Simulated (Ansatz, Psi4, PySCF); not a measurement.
Cl₃In, singlet, geometry from GFN2-xTB (such geometries of metal compounds can be far from the true shape) (all electrons, no relativity). Base run: PySCF with B3LYP5/STO-3G.

PySCF was given this input:
```python
from pyscf import gto, scf, dft

mol = gto.Mole()
mol.atom = '''
    In   -0.00000000   -0.00000000    0.00000000
    Cl    2.24449596   -0.20389963   -0.44000345
    Cl   -0.90325628   -1.01151285    1.85308124
    Cl   -1.34123968    1.21541248   -1.41307779
'''
mol.basis = 'sto-3g'
mol.verbose = 4
mol.build()

mf = dft.RKS(mol)
mf.xc = 'b3lyp5'
mf.kernel()
```

The same geometry, method and basis name were run in Ansatz (a first-principles code) and Psi4 and PySCF, at each program's defaults and at the settings that a row names. The base is PySCF at its defaults. Differences at the defaults can come from grids, fitting, cores and function types together.

```json
[
 {"code and settings": "PySCF, defaults (exact integrals, its default grid, spherical functions)", "ΔE vs base (µEh)": "0.0", "basis functions": "54", "E (Eh)": "-7050.23845", "SCF cycles": "6"},
 {"code and settings": "Ansatz, defaults (factorised integrals, its default grid, spherical functions)", "ΔE vs base (µEh)": "4.8", "basis functions": "54", "E (Eh)": "-7050.23844", "SCF cycles": "-"},
 {"code and settings": "PySCF, fine grid", "ΔE vs base (µEh)": "1.6", "basis functions": "54", "E (Eh)": "-7050.23845", "SCF cycles": "6"},
 {"code and settings": "Psi4, exact integrals, spherical functions, fine grid", "ΔE vs base (µEh)": "31.7", "basis functions": "54", "E (Eh)": "-7050.23842", "SCF cycles": "8"},
 {"code and settings": "Ansatz, high accuracy", "ΔE vs base (µEh)": "1.7", "basis functions": "54", "E (Eh)": "-7050.23845", "SCF cycles": "-"}
]
```
